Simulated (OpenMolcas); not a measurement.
Rh3+ with 6 ligands (chloride) in trigonal prismatic coordination (D3h) at 2.42 Å, a polar angle of 50.1° against the regular 49.1°. A charge of +0.5 e stands 3.2 Å behind each ligand. Ligand basis ANO-RCC-VDZP.
```
Rh    0.0000    0.0000    0.0000
Cl    1.8561    0.0000    1.5529
Cl   -0.9280    1.6074    1.5529
Cl   -0.9280   -1.6074    1.5529
Cl    1.8561    0.0000   -1.5529
Cl   -0.9280    1.6074   -1.5529
Cl   -0.9280   -1.6074   -1.5529
```

```json
{
 "Program": "OpenMolcas 26.06",
 "Method": "SS-CASPT2, IPEA 0.25 Eh, imaginary shift 0.1 Eh (closed shells correlated: 4s 4p and the ligand valence shells)",
 "Basis": "ANO-RCC-VDZP [6s5p3d1f]",
 "Scalar Hamiltonian": "DKH2, point nucleus",
 "Active space": "6 electrons in 5 orbitals (4d)",
 "State averaging": "2S+1 = 5 even, 5 roots; 2S+1 = 3 even, 45 roots; 2S+1 = 1 even, 50 roots",
 "Spin-orbit coupling": "state interaction with AMFI integrals over the reference wave functions"
}
```

Task: What is the spin-free ground state (labels of D3, the rotations of D3h)?

Result: 1A1, 1-fold in its orbital part; d6 allows 2S+1 = 5, so this is a state of lower spin.

Task: Where is the first state of the same spin?

Result: 1A2 at 4860 cm-1 above the ground state.

Task: What are the lowest two levels with spin-orbit coupling?

Result: A 1-fold level A1, then a 2-fold level E 1840 cm-1 above it. Their leading multiplicities are 1 (86 %) and 3 (97 %).

Task: What is χT at 300 K?

Result: 0.08 cm3 K/mol.

Roots that are degenerate in the reference are averaged as groups; the widest CASPT2 spread within a group is 410 cm-1 (the 2-fold group of multiplicity 1 near 57700 cm-1 above the lowest state of its run). Shifts and gaps below about the spread of the groups concerned are not significant. Over all roots computed the reference weight is 0.61 to 0.65; a low but even weight reflects the number of correlated electrons. This shell can be high or low spin here, a state of another spin lies low, and with metal d orbitals alone active their balance is uncertain, so the ground spin may be wrong, although the usual error favours high spin. The least metal-like active orbital is 74 % on the metal (Löwdin) and no ligand orbital is active, so the numbers are rough. Ligand-to-metal charge-transfer states are missing. With no ligand orbital active B as a rule stays too high, so bands that hang on it stand too high and its fall with covalency is understated. No measured value stands beside these numbers; the geometry was imposed, not optimised, and the real ion may take another.
